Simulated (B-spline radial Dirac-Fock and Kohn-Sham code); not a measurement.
# Anomalous scattering factors of Dy, 7.174 keV to 70.22 keV

Level of theory: the dispersion relation over Dirac-Hartree-Slater subshell photoionisation cross sections, with the Kissel-Pratt high-energy constant (isolated atom, no bound-bound lines or fine structure); an atomic code on a B-spline grid. The forward scattering factor is f₀ + f′ + i f″.

Edges near this range: K 53789.0 eV, L1 9046.0 eV, L2 8581.0 eV, L3 7790.0 eV.

```csv
hν (eV),λ (Å),f′ (e),f″ (e),tabulated f′,tabulated f″
7174,1.728,-7.864,4.308,-7.98,4.14
8047.8,1.541,-9.882,9.856,-9.98,9.83
9251.7,1.340,-5.946,12.484,-5.96,12.39
10070,1.231,-3.261,10.952,-3.29,10.89
12000,1.033,-1.115,8.289,-1.14,8.09
15000,0.8266,-0.253,5.754,-0.28,5.60
17479.3,0.7093,-0.135,4.457,-0.16,4.34
22162.9,0.5594,-0.273,2.975,-0.29,2.90
24180,0.5128,-0.374,2.560,-0.39,2.51
24209.8,0.5121,-0.375,2.555,-0.39,2.50
26400,0.4696,-0.492,2.198,-0.51,2.17
27530,0.4504,-0.552,2.043,-0.58,2.01
29800,0.4161,-0.674,1.778,-0.69,1.75
30000,0.4133,-0.684,1.757,-0.70,1.73
37910,0.3270,-1.113,1.161,-1.13,1.14
40000,0.3100,-1.236,1.055,-1.25,1.03
51560,0.2405,-2.627,0.669,-2.63,0.65
54120,0.2291,-4.109,3.308,-4.26,3.27
62400,0.1987,?,?,?,?
70220,0.1766,-0.631,2.175,-0.65,2.17
```

Q: What are f′ and f″ at 62400 eV?

A: f′ = -1.121 and f″ = 2.639 electrons (tables: -1.14 and 2.63). By the optical theorem f″ corresponds to a photoabsorption cross section 2 rₑ λ f″ = 2960 b.

Tabulated f′: xraylib 4.2 anomalous scattering factors (Cullen et al., EPDL97); f″: Chantler's tables (J. Phys. Chem. Ref. Data 1995 and 2000). Both are theoretical tables.

Values without a named source are computed, but for edge energies of neutral atoms, which are taken from tables.
